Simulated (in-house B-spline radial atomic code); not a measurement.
Ionisation energies along the 28-electron series, configuration [Ar] 3d10, as differences of self-consistent energies. NIST's values go from ground level to ground level; the uncertainty of those that are theory runs from under 0.1 % in few-electron ions to several per cent in heavy many-electron ones. Computed with an all-electron radial atomic-structure program (B-spline basis): non-relativistic Hartree-Fock, average of the configuration, point nuclei.

This level leaves out relativity, spin-orbit splitting included, which matters for heavy ions.

```tsv
ion	configuration after	ionisation energy (eV)	IE/(q+1)² (eV)	-ε less Coulomb ΔSCF (eV)	tabulated value (eV)	tabulated kind	computed minus tabulated (eV)
Rb9+	[Ar] 3d9	277.3	2.7731	3.8939	277.12	measured	0.2
Sr10+	[Ar] 3d9	324.6	2.6829	3.8863	324.07	measured	0.6
Zr12+	[Ar] 3d9	428.7	2.5368	3.8771	426	tabulated theory	2.7
Nb13+	[Ar] 3d9	485.4	2.4767	3.8744	482.5	semi-empirical	2.9
Mo14+	[Ar] 3d9	545.3	2.4234	3.8727	544	semi-empirical	1.3
Tc15+	[Ar] 3d9	?	?	?	?	tabulated theory	?
Ru16+	[Ar] 3d9	674.2	2.3329	3.8709	670	tabulated theory	4.2
Rh17+	[Ar] 3d9	743.3	2.2942	3.8707	739	tabulated theory	4.3
Pd18+	[Ar] 3d9	?	?	?	?	tabulated theory	?
Ag19+	[Ar] 3d9	890.7	2.2268	3.871	885	tabulated theory	5.7
Cd20+	[Ar] 3d9	?	?	?	?	tabulated theory	?
In21+	[Ar] 3d9	1050.4	2.1703	3.872	1043	tabulated theory	7.4
Sn22+	[Ar] 3d9	1134.8	2.1453	3.8727	1127	tabulated theory	7.8
```

Task: Fill in the row of Tc15+.

Result: ionisation energy (eV): 608.2; IE/(q+1)² (eV): 2.3758; -ε less Coulomb ΔSCF (eV): 3.8715; tabulated value (eV): 604; computed minus tabulated (eV): 4.2.

Task: Fill in the row of Pd18+.

Result: ionisation energy (eV): 815.5; IE/(q+1)² (eV): 2.259; -ε less Coulomb ΔSCF (eV): 3.8707; tabulated value (eV): 810; computed minus tabulated (eV): 5.5.

Task: Fill in the row of Cd20+.

Result: ionisation energy (eV): 969.0; IE/(q+1)² (eV): 2.1974; -ε less Coulomb ΔSCF (eV): 3.8714; tabulated value (eV): 963; computed minus tabulated (eV): 6.0.

Task: How far is this level of theory from the measured and semi-empirical values?

Result: Over those 4 rows the differences run from +0.191 to +2.94 eV (mean absolute value 1.2 eV). The calculation leaves out relativity, correlation and, in open shells, the multiplet splittings that an average leaves out.
